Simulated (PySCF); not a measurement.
C4H6BrF, SMILES BrCC/C=C/F.

Geometry optimised at PBE0-D3(BJ)/def2-SVP. The structure was generated by enumeration; whether it is a known compound was not checked. Other conformers were not sampled.

Two levels are set side by side: TDA-PBE/def2-SVPD (PySCF) and TDA-B3LYP/def2-SVPD (PySCF). Vertical, same geometry. The lowest singlet is HOMO→LUMO 99 % with PBE and HOMO→LUMO 88 % with the other functional; states are paired by order. Differences are taken from unrounded values.

```csv
quantity,TDA-B3LYP,TDA-PBE,TDA-PBE minus TDA-B3LYP
lowest singlet excitation (eV),5.93,5.10,-0.82
lowest triplet excitation (TDA) (eV),4.43,4.46,0.03
```

A lower first singlet is the usual sign of a functional without exact exchange. Differences between two approximate levels are no errors against the true value.

Rough cost on one machine, each run with all the roots and properties that it gave: TDA-B3LYP against TDA-PBE about 3 times.
